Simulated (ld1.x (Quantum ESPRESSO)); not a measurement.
## Before and after: PAW potential for Pt

```
Element                 : Pt (Z = 78)
Generator               : ld1.x (Quantum ESPRESSO) 7.5
Type                    : PAW
Functional              : PBE
Relativity              : scalar-relativistic
Frozen core             : [Xe] 4f14
Valence charge          : 10
Reference configuration : 5d9 6s0.5 6p0.5
Partial waves           : 6s (bound): rcut 2.25, rcutus 2.45 bohr; 6s channel at 0.25 Ry: rcut 2.25, rcutus 2.45 bohr; 6p (bound): rcut 2.20, rcutus 2.80 bohr; 6p channel at 0.65 Ry: rcut 2.20, rcutus 2.80 bohr; 5d (bound): rcut 1.70, rcutus 2.15 bohr; 5d channel at 0.15 Ry: rcut 1.70, rcutus 2.15 bohr
Local potential         : all-electron potential smoothed inside 1.70 bohr (lloc = -1)
Core correction         : a·sin(br)/r model core, default radius (ld1.x builds one for every PAW set, though the input has nlcc=.false.)
Augmentation charge     : BESSEL, radius 1.85 bohr
```

Change: reference 5d9 6s0.5 6p0.

Cutoffs: the cutoffs (Ry, on a coarse ladder) from which the occupation-weighted sum of valence levels, in a spherical-Bessel basis at the reference potential, stays within 10 and 1 mRy of its value at 400 Ry; they do not see the model core or the augmentation charge, which bear on the density cutoff. Errors are all-electron minus pseudo energies relative to the spin-unpolarised reference configuration.

Q: What does the change do?

A: The potential gets neither clearly harder nor softer (25 Ry and 40 Ry → 25 Ry and 40 Ry); the bound ghosts move from p, s to s; the number of tests with a reliable result goes from 7 to 3 (the test run of the changed file stopped, so its transferability is not established); the range in which the d phases agree narrows (upper end at the end of the scan → 3.3).

```tsv
quantity	base	changed
cutoff, loose	25 Ry	25 Ry
cutoff, tight	40 Ry	40 Ry
bound ghosts	s, p	s
tests with a reliable result	7 of 7	3 of 7 (the test run stopped)
s: phases at 3.04 bohr within 0.05 rad from the reference energy up to (Ry; the scan ends near 5)	3.1	2.9
p: phases at 3.04 bohr within 0.05 rad from the reference energy up to (Ry; the scan ends near 5)	4.2	4.0
d: phases at 3.04 bohr within 0.05 rad from the reference energy up to (Ry; the scan ends near 5)	to the end of the scan	3.3
lowest overlap eigenvalue by channel	s 0.28, p 0.44, d 1.00	s 0.29, p 0.43, d 0.88
```

 A true bound ghost makes a file unfit for plane-wave use even where its test errors are small: the radial tests pick states by their node count and pass the ghost by.
